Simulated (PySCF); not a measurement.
This PySCF input asks for the NMR shieldings of `[AlH2-]([S@@+](/C=C\CC=C)C)[F]`, C$_{6}$H$_{12}$AlFS; the geometry comes from GFN2-xTB.

```python
import basis_set_exchange as bse
import numpy as np
from pyscf import gto, dft
from pyscf.prop import nmr

atoms = """
C    -3.675083    0.559943    1.213361
C    -2.375646    0.606561    0.992530
C    -1.570998   -0.530453    0.437625
C    -0.950407   -0.155627   -0.869556
C     0.311861   -0.372520   -1.209556
S     1.491344   -1.172349   -0.148819
C     2.962584   -1.078536   -1.198780
Al    2.028708    1.058726    0.799141
F     0.804813    1.294775    1.882317
H    -4.214906    1.400349    1.614909
H    -4.256739   -0.325396    1.010377
H    -1.807391    1.500922    1.207364
H    -0.781568   -0.802463    1.146482
H    -2.216146   -1.401753    0.289614
H    -1.606641    0.321788   -1.585761
H     0.708351   -0.109642   -2.177260
H     2.738890   -1.516331   -2.167205
H     3.738880   -1.654522   -0.704483
H     3.279961   -0.039547   -1.297413
H     3.415799    0.608059    1.312983
H     1.965414    1.824958   -0.548342
"""
names = dict.fromkeys(["C", "S", "Al", "F", "H"], "pcSseg-1")
basis = {el: gto.basis.parse(bse.get_basis(n, elements=[el], fmt="nwchem")) for el, n in names.items()}
mol = gto.M(atom=atoms, basis=basis, charge=0, verbose=0)
mf = dft.RKS(mol, xc="PBE0")
mf.grids.level = 2
mf.grids.alignment = dft.numint.BLKSIZE   # the property module wants whole blocks of grid points
mf.conv_tol = 1e-9
mf.kernel()

calc = nmr.RKS(mf)   # GIAO
C = mf.mo_coeff
Co = C[:, mf.mo_occ > 0]
resp = mf.gen_response(singlet=True, hermi=2)
def vind(x):   # induced exchange potential for any number of trial vectors
    d = np.einsum("pi,xij,qj->xpq", C, 2 * x.reshape(-1, C.shape[1], Co.shape[1]), Co, optimize=True)
    return np.einsum("xpq,pi,qj->xij", resp(d - d.transpose(0, 2, 1)), C, Co, optimize=True).ravel()
mo1, _ = nmr.rhf.solve_mo1(calc, with_cphf=vind)
sigma = calc.kernel(mo1)
for i, s in enumerate(sigma):   # ppm
    w = np.linalg.eigvalsh((s + s.T) / 2)
    print("%2d %-2s iso %8.1f  s11 %8.1f  s22 %8.1f  s33 %8.1f" % (i, mol.atom_pure_symbol(i), w.mean(), *w))
```

**Question.** What are the results?

**Answer.** 
```
 0 C  iso     64.2  s11    -47.3  s22     83.4  s33    156.5
 1 C  iso     41.6  s11    -83.8  s22     48.5  s33    160.0
 2 C  iso    145.4  s11    130.0  s22    143.8  s33    162.4
 3 C  iso     43.4  s11    -67.6  s22     48.7  s33    149.0
 4 C  iso     56.0  s11    -37.6  s22     90.5  s33    115.0
 5 S  iso    563.1  s11    471.0  s22    489.3  s33    729.1
 6 C  iso    166.8  s11    146.1  s22    165.4  s33    188.9
 7 Al iso    434.9  s11    378.7  s22    442.4  s33    483.6
 8 F  iso    373.6  s11    302.5  s22    393.6  s33    424.7
 9 H  iso     26.3  s11     23.3  s22     25.2  s33     30.5
10 H  iso     26.3  s11     22.7  s22     25.6  s33     30.6
11 H  iso     25.2  s11     21.7  s22     23.9  s33     30.2
12 H  iso     28.2  s11     24.7  s22     27.4  s33     32.6
13 H  iso     29.0  s11     24.9  s22     28.3  s33     33.7
14 H  iso     25.7  s11     23.1  s22     25.2  s33     28.6
15 H  iso     26.5  s11     22.8  s22     26.8  s33     29.8
16 H  iso     29.5  s11     24.3  s22     27.1  s33     37.3
17 H  iso     29.6  s11     24.5  s22     25.9  s33     38.3
18 H  iso     29.0  s11     23.4  s22     28.4  s33     35.1
19 H  iso     27.6  s11     23.7  s22     26.2  s33     33.1
20 H  iso     27.8  s11     25.0  s22     27.0  s33     31.5
```

These numbers come from an equivalent density-fitted implementation of the same equations, which agrees with the script to about 0.01 ppm for H and up to a few tenths of a ppm for heavy atoms, so last digits may differ.

Size and cost of the density-fitted run: 227 basis functions, 110 s wall time on 1 thread of an Arm Neoverse N1, shared host; peak memory 1.1 GiB.
